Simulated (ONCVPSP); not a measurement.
**Rb (Z = 37): ONCV pseudisation with PBEsol, scalar-relativistic reference atom.**

ONCVPSP 4.0.1 input, shortened (lines: element, Z, core and valence counts, functional; n l f; lmax; l rc ep ncon nbas qcut; lloc lpopt rc5 dvloc0; l nproj debl; icmod fcfact rcfact), PBEsol, scalar-relativistic:

```
  Rb 37.00    6    4  -116133      upf
    1    0    2.00
    2    0    2.00
    2    1    6.00
    3    0    2.00
    3    1    6.00
    3    2   10.00
    4    0    2.00
    4    1    6.00
    5    0    0.50
    5    1    0.50
    2
    0    2.10    0.00    4    7    4.60
    1    3.45    0.00    4    8    4.50
    2    3.15    0.13    4    7    3.40
    4    5    2.00    3.00
    0    2    2.30
    1    2    1.50
    2    1    3.20
    3    2.50    1.50
```

All-electron outer shells of the reference configuration (PBEsol, scalar-relativistic, ld1.x):

```tsv
shell	level (eV)	outermost node (bohr)	outermost maximum (bohr)
3d	-104.74	–	0.39
4s	-32.66	0.62	1.25
4p	-16.71	0.64	1.42
5s	-2.56	1.78	4.38
5p	-1.07	2.19	6.29
```

**Question.** Estimate the cutoffs (Ha) at which the residual kinetic energy of the hardest occupied pseudo-wave falls to 1 and 0.1 mHa per electron.

**Answer.** 8.8 Ha and 14 Ha.

**Question.** Does the potential have ghost states?

**Answer.** No bound ghost flagged; no localised positive-energy state flagged.

**Question.** Which valence shell sets the plane-wave cutoff?

**Answer.** 4s: 9 Ha for 1 mHa per electron, against 7 Ha for 5s.

**Question.** Tests: 4s2 4p6 5s1 5p0; 4s2 4p6 5s0 5p0; 4s2 4p6 5s0.5 5p0; 4s2 4p6 5s0 5p1. Which has the largest error in its energy relative to the reference configuration, and how large is it?

**Answer.** 4s2 4p6 5s0 5p0, with -0.5 meV (all-electron minus pseudo) on +3.33 eV.
